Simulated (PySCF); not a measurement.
Cl4H3HfN, SMILES [NH3]->[Hf]([Cl])([Cl])([Cl])[Cl], multiplicity 1. Geometry: PBE0-D3(BJ)/def2-SVP. The spin state was assumed, not searched. The def2 effective core potentials stand for the cores of Hf; spin–orbit coupling is left out.

### Question
Give the equilibrium geometry at PBE0-D3(BJ)/def2-SVP (PySCF confirms it by a frequency run) as Cartesian coordinates in Å, and its point group. (An estimate is asked for; the answer gives what the named calculation found.)

### Answer
point group C3v.
```xyz
9

Hf     0.0000     0.0000     0.0261
Cl     2.0222    -1.1675    -0.3385
Cl     0.0000     0.0000     2.3766
Cl     0.0000     2.3350    -0.3385
Cl    -2.0222    -1.1675    -0.3385
N      0.0000     0.0000    -2.3863
H      0.0000    -0.9471    -2.7695
H      0.8202     0.4735    -2.7695
H     -0.8202     0.4735    -2.7695
```
